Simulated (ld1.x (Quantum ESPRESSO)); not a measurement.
**An all-electron radial function and its pseudo partner (B)**

Columns: radius, all-electron u(r) and pseudo u(r) of the 2s shell (level -19.60 eV) of boron in the configuration [He] 2s2 2p0; BP86, scalar-relativistic, PAW scheme, ld1.x (Quantum ESPRESSO) 7.5.

```json
{"r (bohr)": "0.185", "all-electron": "0.3329", "pseudo": "-0.0581"}
{"r (bohr)": "0.370", "all-electron": "0.1381", "pseudo": "-0.1470"}
{"r (bohr)": "0.555", "all-electron": "-0.1519", "pseudo": "-0.2788"}
{"r (bohr)": "0.740", "all-electron": "-0.4054", "pseudo": "-0.4394"}
{"r (bohr)": "0.925", "all-electron": "-0.5916", "pseudo": "-0.5948"}
{"r (bohr)": "1.110", "all-electron": "-0.7096", "pseudo": "-0.7096"}
{"r (bohr)": "1.295", "all-electron": "-0.7681", "pseudo": "-0.7681"}
{"r (bohr)": "1.480", "all-electron": "-0.7805", "pseudo": "-0.7805"}
{"r (bohr)": "1.665", "all-electron": "-0.7597", "pseudo": "-0.7597"}
{"r (bohr)": "1.850", "all-electron": "-0.7170", "pseudo": "-0.7170"}
{"r (bohr)": "2.035", "all-electron": "-0.6613", "pseudo": "-0.6613"}
{"r (bohr)": "2.220", "all-electron": "-0.5990", "pseudo": "-0.5990"}
{"r (bohr)": "2.405", "all-electron": "-0.5347", "pseudo": "-0.5347"}
{"r (bohr)": "2.590", "all-electron": "-0.4717", "pseudo": "-0.4717"}
{"r (bohr)": "2.775", "all-electron": "-0.4121", "pseudo": "-0.4121"}
{"r (bohr)": "2.960", "all-electron": "-0.3569", "pseudo": "-0.3569"}
{"r (bohr)": "3.145", "all-electron": "-0.3068", "pseudo": "-0.3068"}
{"r (bohr)": "3.330", "all-electron": "-0.2621", "pseudo": "-0.2621"}
{"r (bohr)": "3.515", "all-electron": "-0.2228", "pseudo": "-0.2228"}
{"r (bohr)": "3.700", "all-electron": "-0.1884", "pseudo": "-0.1884"}
{"r (bohr)": "3.885", "all-electron": "-0.1588", "pseudo": "-0.1588"}
{"r (bohr)": "4.070", "all-electron": "-0.1334", "pseudo": "-0.1334"}
{"r (bohr)": "4.255", "all-electron": "-0.1118", "pseudo": "-0.1118"}
{"r (bohr)": "4.440", "all-electron": "-0.0935", "pseudo": "-0.0935"}
{"r (bohr)": "4.625", "all-electron": "-0.0780", "pseudo": "-0.0780"}
{"r (bohr)": "4.810", "all-electron": "-0.0650", "pseudo": "-0.0650"}
```

How many radial nodes do the two functions have?

The all-electron 2s function has n − l − 1 = 1; the pseudo-wave has 0, since the states of the same l below it are removed with the core.

At about which radius was the pseudo-wave matched?

1.10 bohr, where the columns begin to agree (steps of 0.18 bohr).

Where does each function peak?

Outermost all-electron maximum near 1.48 bohr, pseudo maximum near 1.48 bohr (to the table’s step).

Is the pseudo-wave norm-conserving?

No, it belongs to a PAW set: the norm inside the radius is not constrained, and the difference is carried by the augmentation charge.
